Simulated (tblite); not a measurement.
C5H12FNSi.
Numbering: `[H]/[N:5]=[CH:4]/[C:2]([CH3:1])([CH3:3])[SiH2:6][CH2:7][F:8]` (hydrogens: H9, H10, H11 on C1; H12, H13, H14 on C3; H15 on C4; H16 on N5; H17, H18 on Si6; H19, H20 on C7)

Structure used (GFN2-xTB), in Å, numbered top down from 1:
```
atom  x, y, z in Å
C1    -0.7902   -0.9812    1.2563
C2    -0.6829   -0.1680   -0.0332
C3    -1.7670   -0.6245   -1.0086
C4    -0.8833    1.2724    0.2635
N5     0.0469    2.0396   -0.0866
Si6    1.0472   -0.2486   -0.8617
C7     2.4670    0.2147    0.3339
F8     3.6644   -0.2192   -0.2033
H9    -0.0738   -0.6296    1.9956
H10   -0.5902   -2.0303    1.0524
H11   -1.7906   -0.9008    1.6833
H12   -1.6107   -1.6665   -1.2746
H13   -1.7340   -0.0309   -1.9185
H14   -2.7592   -0.5274   -0.5673
H15   -1.8125    1.5883    0.7544
H16   -0.0729    3.0342    0.0953
H17    1.1159    0.5391   -2.0870
H18    1.2647   -1.6720   -1.1881
H19    2.3871   -0.2682    1.3103
H20    2.5690    1.2896    0.4808
```

Method: GFN2-xTB as coded in tblite; computed harmonic values from a numerical Hessian at the method's own geometry, unscaled. The method is semi-empirical: single wavenumbers can be off by several per cent or more. Modes of hydrogen on silicon can be 10 to 20 % off. One conformer, not necessarily the lowest.

Harmonic wavenumbers (cm⁻¹): 40.0, 69.1, 94.7, 128.0, 147.3, 205.2, 228.5, 236.0, 249.7, 333.7, 338.6, 344.5, 480.9, 542.7, 601.2, 614.9, 720.6, 744.7, 764.1, 776.6, 800.6, 916.7, 971.8, 985.9, 994.0, 1020.6, 1026.2, 1133.4, 1167.3, 1205.0, 1217.8, 1251.9, 1277.2, 1354.8, 1402.1, 1417.7, 1440.8, 1496.3, 1499.6, 1506.0, 1512.0, 1728.5, 2172.4, 2315.4, 2853.2, 2956.1, 2988.4, 2992.3, 2996.9, 3029.2, 3035.3, 3038.6, 3043.2, 3328.6.

A = 2589, B = 1044, C = 949.7 MHz; mass 133.072 u (most abundant isotopes); point group C1, symmetry number 1.

Q: What is the zero-point energy?

A: ½Σν̃ = 34868 cm⁻¹ = 99.69 kcal/mol.

Q: What is S at 298.15 K and 1 bar for an ideal gas of classical rigid rotors and harmonic oscillators?

A: Translation 40.60, rotation 29.22, vibration 34.20: S = 104.0 cal/(mol K).

Q: And Cp and H(298.15 K) − H(0)?

A: Cp = 42.06 cal/(mol K), of which vibrations give 34.11 (their classical limit is 54 R = 107.3); H(298.15 K) − H(0) = 7.70 kcal/mol without the zero-point energy, 5.33 from vibrations.

Q: Which modes carry the vibrational entropy at 298.15 K?

A: 40.0 cm⁻¹: 5.26; 69.1 cm⁻¹: 4.18; 94.7 cm⁻¹: 3.56; 128.0 cm⁻¹: 2.98; 147.3 cm⁻¹: 2.71; 205.2 cm⁻¹: 2.09 cal/(mol K); the other 48 give 13.43 together.

Q: How do the functions run with temperature in this model?

A: 
| T (K) | S (cal/(mol K)) | Cp (cal/(mol K)) | H − H(0) (kcal/mol) | G − H(0) (kcal/mol) | ln q(vib) |
| --- | --- | --- | --- | --- | --- |
| 100 | 71.3 | 21.1 | 1.40 | -5.73 | 2.06 |
| 200 | 89.4 | 31.9 | 4.07 | -13.80 | 5.20 |
| 300 | 104.3 | 42.2 | 7.78 | -23.50 | 8.27 |
| 500 | 130.3 | 60.5 | 18.14 | -47.03 | 14.13 |
| 800 | 163.1 | 78.7 | 39.25 | -91.21 | 22.29 |
| 1000 | 181.5 | 86.7 | 55.83 | -125.71 | 27.29 |

q(vib) and H(0) count from the zero-point level.

Hindered rotation and anharmonicity are outside this model. Other conformers, if any are populated, would add a mixing term that is left out. The structure is chiral; the term R ln 2 for an equal mix with its mirror image is left out.
